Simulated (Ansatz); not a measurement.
Consider the ligand exchange at the Sn–I bond: `[F][SnH2][I]` + HBr → `[F][SnH2][Br]` + HI.

Computed with Ansatz on PBE0-D4/def2-TZVP structures; ΔE is electronic, products minus reactants. CBS: MP2 limit from def2 TZ/QZ plus the TZ coupled-cluster correction, frozen cores. DFT in def2-TZVPP. B3LYP here is the variant with VWN-RPA as its local correlation; programs differ in this. Elements past krypton have def2 core potentials. For Br, I, Sn outer-core shells are correlated without core-valence functions, which leaves a few kJ/mol of doubt a bond. Scalar relativity is left out up to krypton.

(1) Is it downhill or uphill in electronic energy at CCSD(T)/CBS, and by how much? (Estimate.)

(2) What do these levels give: LDA (SPW92), r2SCANh-D4, r2SCAN0-D4, revPBE, r2SCAN, B3LYP, r2SCANh, LC-ωPBE, RPA@PBE/def2-TZVPP, MP2/def2-TZVPP, SCS-MP2/def2-TZVPP, HF/CBS(def2)? (Best estimate.)

Largest T1 diagnostic among the species: 0.012.

## Answers

(1) Computed: Uphill: ΔE = +8.6 kJ/mol.

(2) The calculation gave: LDA (SPW92) 7.6, r2SCANh-D4 6.1, r2SCAN0-D4 6.5, revPBE 6.1, r2SCAN 5.6, B3LYP 4.3, r2SCANh 5.9, LC-ωPBE 4.5, RPA@PBE/def2-TZVPP 2.1, MP2/def2-TZVPP 8.2, SCS-MP2/def2-TZVPP 5.5, HF/CBS(def2) 2.4 kJ/mol.

Leaving LDA and LC-ωPBE aside and taking each functional with its dispersion term where it has one, the values, not all of them listed here, spread over 7.2 kJ/mol, from B97M-V to HSE06-D4.
